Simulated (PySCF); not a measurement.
# Core binding energy against partial charge

Compound: C3H5F3S.
Numbering: `[CH3:1][CH2:2][S:3][C:4]([F:5])([F:6])[F:7]`

Cartesian coordinates in Å at the PBE0-D3(BJ)/def2-SVP level; atoms count from 1:
```
atom  x, y, z in Å
C1     1.973    0.051    0.321
C2     0.543   -0.360    0.031
S3    -0.533    1.107    0.133
C4    -2.097    0.312   -0.284
F5    -2.067   -0.280   -1.480
F6    -3.045    1.239   -0.302
F7    -2.447   -0.627    0.596
H8     2.072    0.475    1.332
H9     2.636   -0.825    0.256
H10    2.329    0.801   -0.401
H11    0.446   -0.786   -0.979
H12    0.186   -1.104    0.759
```

Binding energies: PySCF, delta-SCF UKS SCAN, pcX-2 on the ionised atom, pcseg-1 elsewhere, spin-free X2C. Charges: PBE0/pcSseg-1 ground-state density, for the ionised atom.

```
atom                 environment  C 1s (eV)  Mulliken (e)  IAO (e)  Hirshfeld (e)  ESP (e)
  C1               methyl carbon     291.36        -0.288   -0.413         -0.113   -0.302
  C2  sp3 carbon bound to sulfur     291.86        -0.403   -0.330         -0.069   +0.056
  C4                  CF3 carbon     298.50        +0.683   +0.701         +0.240   +0.243
```

Q: How well does each charge scheme correlate with the binding energies over these sites?

A: IAO: r = 1.00, slope 6.4 eV per e; Hirshfeld: r = 1.00, slope 20.7 eV per e; Mulliken: r = 0.99, slope 6.6 eV per e; ESP: r = 0.80, slope 11.6 eV per e. On 3 points no scheme stands out.

Q: The point-charge model writes a binding energy as kq + V + constant, with V the potential of the other atoms' charges at the site. What does it give with the Hirshfeld charges?

A: V = Σ 14.40 eV Å × q/r over all other atoms: +1.67 eV at C1, +0.91 eV at C2, -2.90 eV at C4. Fitting binding energy − V to q gives k = 33.4 eV per e and leaves an rms residual of 0.08 eV, against 0.16 eV for the fit on q alone. The model has no term for differences in relaxation between sites.

The structure is a single PBE0-D3(BJ)/def2-SVP conformer in the gas phase; no vibrational or solvent corrections.
